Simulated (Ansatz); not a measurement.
Reaction (ligand exchange at the Sn–C bond): `C[S][SnH2][CH3]` + CH₃SH → `C[S][SnH2][S]C` + CH₄

Gas-phase electronic energies from Ansatz, PBE0-D4/def2-TZVP geometries. CCSD(T)/CBS adds triple-zeta CCSD(T) − MP2 to the extrapolated MP2 energy (def2 sets, frozen cores). This one scheme is used for every species. DFT in def2-TZVPP. def2 core potentials past Kr. For Sn outer-core shells are correlated without core-valence functions, which leaves a few kJ/mol of doubt a bond. Each species was taken in one conformer, which may not be the lowest.

**Question.** Is it downhill or uphill in electronic energy at CCSD(T)/CBS, and by how much? (An estimate is asked.)

**Answer.** Computed: Downhill: ΔE = -82.9 kJ/mol.

**Question.** What do these levels give: PBE0-D4, ωB97X-V, PBE, PBE0, HF/def2-TZVPP, SCS-MP2/def2-TZVPP? (An estimate is asked.)

**Answer.** Ansatz gave: PBE0-D4 -85.8, ωB97X-V -80.0, PBE -82.1, PBE0 -80.7, HF/def2-TZVPP -76.3, SCS-MP2/def2-TZVPP -78.5 kJ/mol.

Largest T1 diagnostic among the species: 0.012.

The D4 term adds −8.6 kJ/mol with B3LYP and −5.0 kJ/mol with PBE0; it sums over pairs of atoms, weighted by their polarisabilities, and B3LYP, whose exchange is more repulsive, gets the larger term.

B3LYP here is the variant with VWN-RPA as its local correlation; programs differ in this.
